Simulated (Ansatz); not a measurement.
SnH2MeCl (CH₅ClSn). Charge 0, multiplicity 3. Geometry r2SCAN-D4/def2-TZVP, that of the neutral singlet; atoms count from 1.

```xyz
8

Sn    0.702   -0.245    0.607
H     1.583   -1.654    0.224
H     0.341   -0.149    2.272
C    -0.983    0.082   -0.657
H    -1.694   -0.738   -0.554
H    -0.647    0.142   -1.692
H    -1.466    1.018   -0.379
Cl    2.163    1.543    0.180
```

In the def2 sets Sn takes a core potential; there is no spin–orbit coupling. At PBE0-D4/def2-TZVP a singlet of charge 0 lies 6.05 eV below the triplet at the same geometry.

Estimate the Mulliken populations from the PBE0/def2-TZVP orbitals of Ansatz.


```json
{"atom": "Sn1", "charge (e)": "0.16", "spin (α − β)": "0.84"}
{"atom": "H2", "charge (e)": "-0.03", "spin (α − β)": "0.08"}
{"atom": "H3", "charge (e)": "-0.03", "spin (α − β)": "0.08"}
{"atom": "C4", "charge (e)": "-0.54", "spin (α − β)": "0.33"}
{"atom": "H5", "charge (e)": "0.18", "spin (α − β)": "0.01"}
{"atom": "H6", "charge (e)": "0.18", "spin (α − β)": "0.00"}
{"atom": "H7", "charge (e)": "0.17", "spin (α − β)": "0.00"}
{"atom": "Cl8", "charge (e)": "-0.10", "spin (α − β)": "0.67"}
```
Mulliken values and Mayer orders depend strongly on the basis.

Where does the spin sit?

Summed by element: Sn 0.84, H 0.16, C 0.33, Cl 0.67, of 2 unpaired in all. Largest on single atoms: Sn1 0.84, Cl8 0.67, C4 0.33.

And the Mayer bond orders between bonded heavy atoms (over 0.3)?

Sn1–C4 0.66 (2.13 Å); Sn1–Cl8 0.61 (2.35 Å).
